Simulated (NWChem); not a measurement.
Species: C$_{3}$H$_{5}$NOSi; SMILES c1([SiH3])cocn1

Computed with NWChem. The geometry was optimised at B3LYP/6-31G* (spherical d).

Problem. Estimate the computed values for TPSSh/def2-TZVP. Quantities: highest occupied level (eV); orbital gap (eV); dipole (D).

Solution. 
```yaml
highest occupied level (eV): -6.83
orbital gap (eV): 5.97
dipole (D): 1.63
```
